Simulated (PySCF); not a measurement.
# A search over the determinants of SeH

Unrestricted PBE0; basis H def2-SVPD, Se def2-SVPD; no relativity; PySCF 2.14. Outer shells of the fragments: H 1s1; Se 3d10 4s2 4p4.

Followed along the bond (rough minima from three points):

```json
{"2Ms+1": "2", "unpaired": "π ↑", "⟨S²⟩ at the start": "0.75", "R at minimum (Å)": "1.48", "Te (eV)": "0.00"}
{"2Ms+1": "4", "unpaired": "σ ↑, π ↑↑", "⟨S²⟩ at the start": "3.75", "R at minimum (Å)": "none in the scan", "Te (eV)": "≤ 4.49"}
```

Solutions found at the starting distance of 1.435 Å, counted from the lowest of them; the search is not exhaustive and high or unbound solutions are not listed, so other states can lie among these:

```json
{"2Ms+1": "2", "unpaired": "π ↑", "term": "²Π", "E (eV)": "0.00", "⟨S²⟩": "0.75", "⟨Lz²⟩": "1.01", "μ (D)": "-0.58"}
{"2Ms+1": "2", "unpaired": "σ ↑", "term": "²Σ⁺", "E (eV)": "3.93", "⟨S²⟩": "0.76", "⟨Lz²⟩": "0.00", "μ (D)": "-1.00"}
{"2Ms+1": "4", "unpaired": "σ ↑, π ↑↑", "term": "⁴Σ⁻", "E (eV)": "5.07", "⟨S²⟩": "3.75", "⟨Lz²⟩": "0.00", "μ (D)": "0.48"}
{"2Ms+1": "2", "unpaired": "σ ↓, π ↑↑", "term": "mixed", "E (eV)": "5.46", "⟨S²⟩": "1.76", "⟨Lz²⟩": "0.00", "μ (D)": "0.59"}
{"2Ms+1": "2", "unpaired": "σ ↑, π ↑↓", "term": "mixed", "E (eV)": "5.69", "⟨S²⟩": "1.76", "⟨Lz²⟩": "2.02", "μ (D)": "0.50"}
{"2Ms+1": "4", "unpaired": "π ↑↑↑", "term": "⁴Π", "E (eV)": "7.40", "⟨S²⟩": "3.76", "⟨Lz²⟩": "1.00", "μ (D)": "-0.10"}
{"2Ms+1": "4", "unpaired": "σ ↑↑, π ↑", "term": "⁴Π", "E (eV)": "7.98", "⟨S²⟩": "3.75", "⟨Lz²⟩": "1.01", "μ (D)": "0.15"}
```

A term symbol is given only where ⟨S²⟩ and ⟨Lz²⟩ are close to those of a pure state; real π, δ and φ orbitals otherwise mix terms. A positive dipole means H(−)Se(+).

Spin–orbit coupling is left out. Counting both spins, an empty level lies below a filled one in some of these solutions, because spin and occupation are held.
